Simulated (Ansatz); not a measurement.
Isolated molecules relaxed with PBE0-D4/def2-TZVP in Ansatz; ΔE leaves out vibrations. CBS: MP2 limit from def2 TZ/QZ plus the TZ coupled-cluster correction, frozen cores. This one scheme is used for every species. Functionals use def2-TZVPP. Each species was taken in one conformer, which may not be the lowest.

`ClBCCl` + `CC(=N)Cl` → `CC(=N)BCl` + `ClCCl`  (formal exchange of groups at a B–C bond)

`ClBCCl`:

Cartesian coordinates in Å:
```
Cl -1.939 1.093 0.405
B -0.239 0.711 0.420
C 0.259 -0.682 -0.082
Cl 0.740 -0.143 -1.734
H 0.521 1.551 0.784
H 1.152 -1.070 0.403
H -0.494 -1.459 -0.196
```

`CC(=N)Cl`:

Z-matrix (Å, degrees):
```
C
C 1 1.486
H 1 1.089 2 109.2
H 1 1.092 2 110.1 3 -120.9
H 1 1.092 2 110.0 3 120.9
N 2 1.247 1 124.6 3 -0.2
Cl 2 1.776 1 112.6 3 179.8
H 6 1.017 2 113.3 1 -180.0
```

`CC(=N)BCl`:

Cartesian coordinates in Å:
```
C 0.496 -0.303 1.032
C -0.396 0.163 -0.079
N -1.584 0.607 0.078
B 0.076 0.140 -1.577
Cl 1.667 -0.443 -1.994
H 0.791 -1.344 0.876
H 1.424 0.277 1.048
H 0.004 -0.214 2.002
H -1.848 0.603 1.069
H -0.631 0.514 -2.455
```

`ClCCl`:

```xyz
5

Cl   -0.403   -0.325    1.605
C     0.138   -0.009   -0.042
Cl   -1.182    0.426   -1.126
H     0.840    0.820   -0.014
H     0.606   -0.911   -0.423
```

CCSD(T)/CBS gives +45.9 kJ/mol.

(1) Another level gave +47.8 kJ/mol. Which?
A. SCS-MP2/def2-TZVPP
B. MP2/def2-TZVPP
C. r2SCAN0-D4/def2-TZVPP
D. r2SCAN/def2-TZVPP

Largest T1 diagnostic among the species: 0.012.

Results:

(1) A. SCS-MP2/def2-TZVPP 47.8, MP2/def2-TZVPP 52.2, r2SCAN0-D4 57.1, r2SCAN 61.1 kJ/mol.

From r2SCAN to r2SCAN0 (25 % exact exchange), in def2-TZVPP and without D4, ΔE moves by −3.8 kJ/mol. At CCSD(T), def2-SVP lies +8.4 kJ/mol from the extrapolated value and def2-TZVPP +1.7 kJ/mol.
